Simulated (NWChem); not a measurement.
System: CH₅FOSn; SMILES C[O][SnH2][F]

Here is an NWChem input.

```
start job
memory heap 200 mb stack 900 mb global 1100 mb
geometry units angstroms noautoz
  Sn    -0.256396     0.452399    -0.034412
  F      1.577069     1.088222    -0.116322
  O     -0.199453    -1.444566    -0.568131
  C      0.442481    -2.413139     0.213294
  H     -1.124896     1.255072    -1.254359
  H     -0.693245     0.584359     1.613010
  H      1.544598    -2.332075     0.166932
  H      0.149121    -2.378864     1.281996
  H      0.166520    -3.410725    -0.167851
end
basis spherical
  * library def2-svp
end
ecp
  Sn library def2-ecp
end
dft
  xc bhlyp
  iterations 150
  mulliken
end
task dft energy
```

All runs use the structure optimised with PBE0/def2-SVP. def2 effective core potentials on Sn; no spin-orbit coupling.

Problem. What results follow from this input? (BHandHLYP/def2-SVP with def2 effective core potentials on Sn.) Quantities: energy (Ha); highest occupied level (eV); orbital gap (eV); dipole (D).

Solution. The energy (Ha) comes out as -430.14 and the highest occupied level (eV) is -9.37. The orbital gap (eV) is 9.95 and the dipole (D) is 2.61.
